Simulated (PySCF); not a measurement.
**Dipole response of Cs (caesium, neutral)**

[Xe] 6s1, 2S determinant. Calculation: PySCF 2.14, in aug-cc-pwCVTZ-X2C with one added diffuse shell each of s, p, d, f type (12s11p9d5f, 125 functions); the spin-free X2C one-electron Hamiltonian (Gaussian nucleus). Coupled (time-dependent) response in atomic units; α is the mean over directions.

```json
{"method": "revPBE", "mean α (bohr³)": "543.6", "C₆ (like pair)": "10530", "S(−4)": "265500"}
```

S(−4) is the Cauchy moment in α(ω) = α(0) + S(−4) ω² + …

Reference α: 400.9 ± 0.7 bohr³ (recommended; Schwerdtfeger and Nagle, table of static dipole polarizabilities (2023 update)). Published C₆: 6660 (Gould and Bucko (2016)).

α(iu) at revPBE:

| u (hartree) | α(iu) (bohr³) |
| --- | --- |
| 0 | 543.6 |
| 0.0500 | 250.0 |
| 0.100 | 103.8 |
| 0.200 | 40.21 |
| 0.300 | 25.11 |
| 0.500 | 14.73 |
| 0.750 | 9.356 |
| 1.00 | 6.501 |
| 1.50 | 3.676 |
| 2.00 | 2.389 |
| 3.00 | 1.278 |
| 5.00 | 0.5628 |

Spin-orbit coupling, which splits the p, d and f shells strongly at this Z, is absent.
